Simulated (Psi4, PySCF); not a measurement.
Input for Psi4:
```
memory 2 GB

molecule {
0 2
  C    -1.10429770   -0.03302885   -0.00267183
  S     0.68716345    0.02055263    0.00166258
  H    -1.43620067   -0.64745027   -0.83576429
  H    -1.44603175   -0.46206884    0.93586897
  H    -1.48659665    0.97885016   -0.11067499
}

set basis 6-31g*
set reference uhf
set freeze_core true
set mp2_type conv
set scf_type pk
set puream true
set d_convergence 1e-8

energy('ccsd(t)')
print_variables()
```

Convert this to an input for PySCF.

This is not unique; one that fits is 
```python
from pyscf import gto, scf, cc

mol = gto.M(
    atom='''
C    -1.104298   -0.033029   -0.002672
S     0.687163    0.020553    0.001663
H    -1.436201   -0.647450   -0.835764
H    -1.446032   -0.462069    0.935869
H    -1.486597    0.978850   -0.110675
''',
    basis='6-31g*',
    charge=0,
    spin=1,
    verbose=4,
)

mf = scf.UHF(mol)
mf.kernel()

mycc = cc.CCSD(mf, frozen=6)
mycc.kernel()
et = mycc.ccsd_t()
print('E(CCSD(T)) = %.10f' % (mycc.e_tot + et))
```

Both were run: Psi4 gave -437.364662 Eh and PySCF -437.364662 Eh, 0.000 mEh apart.
